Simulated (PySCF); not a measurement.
Delta-SCF ions had no search for a lower state. 

Z-matrix (Å, degrees):
```
B
O 1 1.3613
H 2 1.0108 1 102.46
O 1 1.3831 2 118.25 3 -179.99
H 4 0.9653 1 109.23 2 -0.03
O 3 1.7416 2 145.05 1 -0.01
Si 6 1.5865 3 89.18 2 0.01
H 7 1.5149 6 116.96 3 120.08
H 7 1.5149 8 100.95 6 -128.05
```
Charge -1, spin multiplicity 1.

Task: What is the computed vertical detachment energy (Delta-SCF), HOMO and total energy (TPSSh-D3(BJ)/def2-TZVPD // CAM-B3LYP-D3(BJ)/def2-TZVPD run with PySCF)?

Result: 
```json
{
  "vertical detachment energy (Delta-SCF)": "3.60 eV",
  "HOMO": "-1.00 eV",
  "total_energy": "-542.7448 Ha"
}
```
